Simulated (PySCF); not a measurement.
Al(Cl)(GeH3)(H) (AlClGeH4), SMILES [Cl][AlH][GeH3]. Heavy atoms are numbered as in [AlH:1]([Cl:2])[GeH3:3]. Hydrogens are named by the atom that carries them.

Coordinates come from a PBE0-D3(BJ)/def2-SVP optimisation.

Computed with PySCF with KT2/pcSseg-1.

GIAO shieldings, no solvent; atoms alike by connectivity are averaged. δ = σ(ref) − σ: ³⁵Cl against HCl (σ = 945.4 ppm); ⁷³Ge against GeH4 (σ = 1669.3 ppm); ¹H against TMS (σ = 31.47 ppm), references at their B3LYP-D3(BJ)/def2-TZVP geometries, non-relativistic (without spin–orbit terms, shifts of atoms bonded to Cl or Br come out too high).

Computed chemical shifts:
| nucleus | atoms | count | δ (ppm) |
|---|---|---|---|
| ³⁵Cl | Cl2 | 1 | 172.7 |
| ⁷³Ge | Ge3 (GeH3) | 1 | -68.5 |
| ¹H | H on Al1 | 1 | 6.29 |
| ¹H | H on Ge3 | 3 | 3.52 |
